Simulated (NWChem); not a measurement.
System: bromine monochloride (BrCl); SMILES ClBr

Output (shortened):

```
             Northwest Computational Chemistry Package (NWChem) 7.3.0
             --------------------------------------------------------

                             Geometry "geometry" -> ""
                             -------------------------

 Output coordinates in angstroms (scale by  1.889725989 to convert to a.u.)

  No.       Tag          Charge          X              Y              Z
 ---- ---------------- ---------- -------------- -------------- --------------
    1 Cl                  17.0000     0.00000000     0.00000000     1.45179200
    2 Br                  35.0000     0.00000000     0.00000000    -0.71271700

 Effective nuclear repulsion energy (a.u.)     145.4650745988

  pbe96 is a nonlocal functional; adding pw91lda local functional.

                                 NWChem DFT Module
                                 -----------------

 Summary of "ao basis" -> "ao basis" (spherical)
 ------------------------------------------------------------------------------
       Tag                 Description            Shells   Functions and Types
 ---------------- ------------------------------  ------  ---------------------
 Cl                          3-21g                   7       13   4s3p
 Br                          3-21g                  10       22   5s4p1d

            General Information
            -------------------
          SCF calculation type: DFT
          Wavefunction type:  closed shell.
          No. of atoms     :     2
          No. of electrons :    52
           Alpha electrons :    26
            Beta electrons :    26
          Charge           :     0
          Spin multiplicity:     1
          Use of symmetry is: off; symmetry adaption is: off
          Maximum number of iterations: 150
          AO basis - number of functions:    35
                     number of shells:    17
          Convergence on energy requested:  1.00D-06
          Convergence on density requested:  1.00D-05
          Convergence on gradient requested:  5.00D-04

              XC Information
              --------------
          PerdewBurkeErnzerhof Exchange Functional  1.000
            Perdew 1991 LDA Correlation Functional  1.000 local
           PerdewBurkeErnz. Correlation Functional  1.000 non-local

             Grid Information
             ----------------
          Grid used for XC integration:  medium
          Radial quadrature: Mura-Knowles
          Angular quadrature: Lebedev.
          Tag              B.-S. Rad. Rad. Pts. Rad. Cut. Ang. Pts.
          ---              ---------- --------- --------- ---------
          Cl                  1.00       88           7.0       590
          Br                  1.15      112           7.0       590
          Grid pruning is: on
          Number of quadrature shells:   200
          Spatial weights used:  Erf1

      Superposition of Atomic Density Guess
      -------------------------------------

 Sum of atomic energies:       -3017.32680977

      Non-variational initial energy
      ------------------------------

 Total energy =   -3017.421442
 1-e energy   =   -4493.441569
 2-e energy   =    1330.555052
 HOMO         =      -0.324301
 LUMO         =      -0.105878

   convergence    iter        energy       DeltaE   RMS-Dens  Diis-err
 ---------------- ----- ----------------- --------- --------- ---------
 d= 0,ls=0.0,diis     1  -3019.1012788014 -3.16D+03  1.81D-02  3.44D-01
 d= 0,ls=0.0,diis     2  -3019.1208389338 -1.96D-02  1.11D-02  4.21D-02
 d= 0,ls=0.0,diis     3  -3019.1252372449 -4.40D-03  6.41D-03  1.96D-02
 d= 0,ls=0.0,diis     4  -3019.1278057493 -2.57D-03  2.36D-03  7.33D-03
 d= 0,ls=0.0,diis     5  -3019.1291176553 -1.31D-03  1.02D-04  5.23D-06
  Resetting Diis
 d= 0,ls=0.0,diis     6  -3019.1291188219 -1.17D-06  9.35D-06  5.53D-08
 d= 0,ls=0.0,diis     7  -3019.1291188340 -1.22D-08  2.81D-06  6.48D-10

         Total DFT energy =    -3019.129118834030
      One electron energy =    -4492.346062309601
           Coulomb energy =     1446.755208162999
    Exchange-Corr. energy =     -119.003339286250
 Nuclear repulsion energy =      145.465074598821

 Numeric. integr. density =       52.000000534854

                       DFT Final Molecular Orbital Analysis
                       ------------------------------------

 Vector   24  Occ=2.000000D+00  E=-3.420560D-01
              MO Center=  2.3D-08, -2.2D-08,  6.4D-01, r^2= 2.2D+00
   Bfn.  Coefficient  Atom+Function         Bfn.  Coefficient  Atom+Function
  ----- ------------  ---------------      ----- ------------  ---------------
     7      0.339729  1 Cl px                 8     -0.333650  1 Cl py
    11      0.273438  1 Cl px                12     -0.268545  1 Cl py
    28      0.239119  2 Br px                29     -0.234840  2 Br py
    24      0.221293  2 Br px                25     -0.217333  2 Br py
     3     -0.159446  1 Cl px                 4      0.156593  1 Cl py

 Vector   25  Occ=2.000000D+00  E=-2.533289D-01
              MO Center= -4.4D-09, -4.8D-09,  9.4D-02, r^2= 2.5D+00
   Bfn.  Coefficient  Atom+Function         Bfn.  Coefficient  Atom+Function
  ----- ------------  ---------------      ----- ------------  ---------------
    29      0.361361  2 Br py                28      0.349342  2 Br px
    25      0.322238  2 Br py                24      0.311520  2 Br px
     8     -0.301803  1 Cl py                 7     -0.291765  1 Cl px
    12     -0.245659  1 Cl py                11     -0.237488  1 Cl px
    21     -0.214184  2 Br py                20     -0.207060  2 Br px

 Vector   26  Occ=2.000000D+00  E=-2.533288D-01
              MO Center=  2.8D-08, -2.7D-08,  9.4D-02, r^2= 2.5D+00
   Bfn.  Coefficient  Atom+Function         Bfn.  Coefficient  Atom+Function
  ----- ------------  ---------------      ----- ------------  ---------------
    28      0.361361  2 Br px                29     -0.349342  2 Br py
    24      0.322238  2 Br px                25     -0.311520  2 Br py
     7     -0.301803  1 Cl px                 8      0.291765  1 Cl py
    11     -0.245659  1 Cl px                12      0.237488  1 Cl py
    20     -0.214183  2 Br px                21      0.207060  2 Br py

 Vector   27  Occ=0.000000D+00  E=-1.669841D-01
              MO Center=  6.7D-10,  5.4D-10,  2.4D-01, r^2= 2.8D+00
   Bfn.  Coefficient  Atom+Function         Bfn.  Coefficient  Atom+Function
  ----- ------------  ---------------      ----- ------------  ---------------
    30      0.683882  2 Br pz                13      0.565077  1 Cl pz
     9      0.489994  1 Cl pz                26      0.446203  2 Br pz
    22     -0.293803  2 Br pz                27      0.276645  2 Br s
    10     -0.258560  1 Cl s                  5     -0.218508  1 Cl pz
     6     -0.133000  1 Cl s                 23      0.098426  2 Br s

 Vector   28  Occ=0.000000D+00  E= 4.377089D-01
              MO Center= -2.8D-07, -1.3D-07,  1.3D+00, r^2= 2.9D+00
   Bfn.  Coefficient  Atom+Function         Bfn.  Coefficient  Atom+Function
  ----- ------------  ---------------      ----- ------------  ---------------
     6      1.624372  1 Cl s                 10     -1.544056  1 Cl s
    23      0.717675  2 Br s                 27     -0.575766  2 Br s
     2     -0.380345  1 Cl s                  9      0.291104  1 Cl pz
    13     -0.252076  1 Cl pz                30      0.170193  2 Br pz
    15      0.102201  2 Br s                  5     -0.088464  1 Cl pz

 Vector   29  Occ=0.000000D+00  E= 4.928021D-01
              MO Center= -2.3D-07,  1.5D-07, -3.5D-01, r^2= 4.5D+00
   Bfn.  Coefficient  Atom+Function         Bfn.  Coefficient  Atom+Function
  ----- ------------  ---------------      ----- ------------  ---------------
    30      1.206952  2 Br pz                13      1.034508  1 Cl pz
    26     -0.934752  2 Br pz                23      0.742862  2 Br s
     9     -0.726974  1 Cl pz                27     -0.332791  2 Br s
    10     -0.329617  1 Cl s                 22      0.315849  2 Br pz
     5      0.209509  1 Cl pz                15      0.109001  2 Br s

     Multipole analysis of the density
     ---------------------------------

     L   x y z        total         alpha         beta         nuclear
     -   - - -        -----         -----         ----         -------
     0   0 0 0     -0.000000    -26.000000    -26.000000     52.000000

     1   1 0 0     -0.000000     -0.000000     -0.000000      0.000000
     1   0 1 0      0.000000      0.000000      0.000000      0.000000
     1   0 0 1     -0.381345      0.059367      0.059367     -0.500080

     2   2 0 0    -23.226210    -11.613105    -11.613105      0.000000
     2   1 1 0      0.000000      0.000000      0.000000      0.000000
     2   1 0 1      0.000000      0.000000      0.000000      0.000000
     2   0 2 0    -23.226210    -11.613105    -11.613105      0.000000
     2   0 1 1     -0.000000     -0.000000     -0.000000      0.000000
     2   0 0 2    -21.658425   -106.551044   -106.551044    191.443663

                                NWChem TDDFT Module
                                -------------------

            General Information
            -------------------
           No. of orbitals :      70
            Alpha orbitals :      35
             Beta orbitals :      35
        Alpha frozen cores :       0
         Beta frozen cores :       0
     Alpha frozen virtuals :       0
      Beta frozen virtuals :       0
         Spin multiplicity :       1
    Number of AO functions :      35
        Use of symmetry is : off
      Symmetry adaption is : off
         Schwarz screening :  0.10D-07

              XC Information
              --------------
   PerdewBurkeErnzerhof Exchange Functional   1.00
     Perdew 1991 LDA Correlation Functional   1.00 local
    PerdewBurkeErnz. Correlation Functional   1.00 non-local

             TDDFT Information
             -----------------
          Calculation type : Tamm-Dancoff TDDFT
         Wavefunction type : Restricted singlets
          No. of electrons :      52
           Alpha electrons :      26
            Beta electrons :      26
              No. of roots :       6
          Max subspacesize :    5200
            Max iterations :     100
               Target root :       1
           Target symmetry : none
      Symmetry restriction : off
                 Algorithm : Optimal
        Davidson threshold :  0.10D-03

    6 smallest eigenvalue differences (eV)
--------------------------------------------------------
  No. Spin  Occ  Vir  Irrep   E(Occ)    E(Vir)   E(Diff)
--------------------------------------------------------
    1    1   26   27 a        -0.253    -0.167     2.350
    2    1   25   27 a        -0.253    -0.167     2.350
    3    1   24   27 a        -0.342    -0.167     4.764
    4    1   23   27 a        -0.342    -0.167     4.764
    5    1   22   27 a        -0.415    -0.167     6.762
    6    1   21   27 a        -0.683    -0.167    14.030
--------------------------------------------------------

  Entering Davidson iterations
  Restricted singlet excited states

  Iter   NTrls   NConv    DeltaV     DeltaE      Time
  ----  ------  ------  ---------  ---------  ---------
    1      6       0     0.19E+00   0.10+100        0.3
    2     12       0     0.22E-01   0.44E-01        0.3
    3     18       4     0.20E-02   0.71E-03        0.3
    4     20       6     0.53E-04   0.17E-05        0.3
  ----  ------  ------  ---------  ---------  ---------
  Convergence criterion met

  Ground state a       -3019.129118834030 a.u.

  ----------------------------------------------------------------------------
  Root   1 singlet a              0.106056557 a.u.                2.8859 eV
  ----------------------------------------------------------------------------
     Transition Moments    X -0.03760   Y  0.03634   Z -0.00000
     Dipole Oscillator Strength                    0.0001933212
     Electric Quadrupole                           0.0000000005
     Magnetic Dipole                               0.0000000437
     Total Oscillator Strength                     0.0001933654

     Occ.   26  a   ---  Virt.   27  a        0.99990
  ----------------------------------------------------------------------------
  Root   2 singlet a              0.106056584 a.u.                2.8859 eV
  ----------------------------------------------------------------------------
     Transition Moments    X -0.03634   Y -0.03760   Z  0.00000
     Dipole Oscillator Strength                    0.0001933214
     Electric Quadrupole                           0.0000000005
     Magnetic Dipole                               0.0000000437
     Total Oscillator Strength                     0.0001933656

     Occ.   25  a   ---  Virt.   27  a        0.99990
  ----------------------------------------------------------------------------
  Root   3 singlet a              0.189684199 a.u.                5.1616 eV
  ----------------------------------------------------------------------------
     Transition Moments    X  0.02302   Y -0.02259   Z  0.00000
     Dipole Oscillator Strength                    0.0001315218
     Electric Quadrupole                           0.0000000196
     Magnetic Dipole                               0.0000016203
     Total Oscillator Strength                     0.0001331618

     Occ.   24  a   ---  Virt.   27  a       -0.99986
  ----------------------------------------------------------------------------
  Root   4 singlet a              0.189684224 a.u.                5.1616 eV
  ----------------------------------------------------------------------------
     Transition Moments    X -0.02259   Y -0.02302   Z -0.00000
     Dipole Oscillator Strength                    0.0001315218
     Electric Quadrupole                           0.0000000196
     Magnetic Dipole                               0.0000016203
     Total Oscillator Strength                     0.0001331618

     Occ.   23  a   ---  Virt.   27  a        0.99986
  ----------------------------------------------------------------------------
  Root   5 singlet a              0.412666196 a.u.               11.2292 eV
  ----------------------------------------------------------------------------
     Transition Moments    X  0.00000   Y  0.00000   Z  3.12560
     Dipole Oscillator Strength                    2.6876532525
     Electric Quadrupole                           0.0000022590
     Magnetic Dipole                               0.0000000000
     Total Oscillator Strength                     2.6876555116

     Occ.   21  a   ---  Virt.   28  a       -0.05384
     Occ.   22  a   ---  Virt.   27  a       -0.96894
     Occ.   22  a   ---  Virt.   29  a       -0.08230
     Occ.   25  a   ---  Virt.   30  a       -0.13863
     Occ.   26  a   ---  Virt.   31  a       -0.13863
  ----------------------------------------------------------------------------
  Root   6 singlet a              0.603858555 a.u.               16.4318 eV
  ----------------------------------------------------------------------------
     Transition Moments    X -0.00000   Y -0.00000   Z  0.22308
     Dipole Oscillator Strength                    0.0200341509
     Electric Quadrupole                           0.0000128990
     Magnetic Dipole                               0.0000000000
     Total Oscillator Strength                     0.0200470499

     Occ.   21  a   ---  Virt.   27  a       -0.99117
     Occ.   25  a   ---  Virt.   32  a        0.07694
     Occ.   26  a   ---  Virt.   33  a        0.07694

              Target root =      1
          Target symmetry = none
      Ground state energy =  -3019.129118834030
        Excitation energy =      0.106056557068
     Excited state energy =  -3019.023062276963

  stored tddft:energy   -3019.0230622769627
```

Level: PBE/3-21G, TDA. STO-3G and 3-21G are far too small for this property and stand as cheap habits. Coordinates come from a PBE0/def2-SVP optimisation.

**Question.** Which NWChem input produces such a log?

**Answer.** Several could match; the one computed here: the input that was run:
```
start job
memory heap 200 mb stack 900 mb global 1100 mb
geometry units angstroms noautosym nocenter noautoz
  Cl     0.000000     0.000000     1.451792
  Br     0.000000     0.000000    -0.712717
end
basis spherical
  Cl library 3-21g
  Br library 3-21g
end
dft
  xc xpbe96 cpbe96
  iterations 150
end
tddft
  cis
  nroots 6
  notriplet
end
task tddft energy
```
